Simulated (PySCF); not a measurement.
## Diatomics with 52 electrons

PBE0 in PySCF with def2-SVPD on every atom (core potentials on Rb, Sr, Sn, Sb, Te), for the lowest determinant that a PBE0 search found; no spin–orbit coupling. All have 52 electrons, 6 of them in the valence shells, and the same state, a triplet (π ↑↑). For ions De leads to the atom and ion picked by measured ionisation energies and electron affinities.

| species | difference of nuclear charges | Re (Å) | ωe (cm⁻¹) | k (mdyn/Å) | De (eV) | dissociates to |
| --- | --- | --- | --- | --- | --- | --- |
| SrAl⁻ | 25 | 3.130 | 183 | 0.407 | n/a | Sr + Al⁻ |
| SnH⁻ | 49 | 1.820 | 1520 | 1.36 | 2.54 | Sn⁻ + H |
| RbP | 22 | 3.187 | 181 | 0.436 | 1.22 | Rb + P |
| SbH | 50 | 1.724 | 1930 | 2.19 | 2.54 | Sb + H |
| RbS⁺ | 21 | 3.546 | 90.7 | 0.113 | 0.29 | Rb⁺ + S |
| TeH⁺ | 51 | 1.678 | 2118 | 2.64 | 2.75 | Te⁺ + H |

Question: Which member of the whole set has the stiffest bond, and how does it compare with the softest?

Answer: TeH⁺ with k = 2.64 mdyn/Å, 23 times that of RbS⁺.

Weak bonds: RbS⁺. Basis-set superposition, not corrected here, can be much of De in a small basis, most of all at correlated wavefunction levels. Spin–orbit coupling is left out, which matters for elements this heavy, above all for dissociation energies. For an ion De counts to the pair picked by the measured ionisation energies or electron affinities, which need not be the lowest pair at this level. The highest Kohn–Sham level is positive in some of these anions. Much of that is self-interaction error, but it also means that the finite basis helps to hold the extra electron. States were picked by a PBE0 search and need not be the measured ground states.
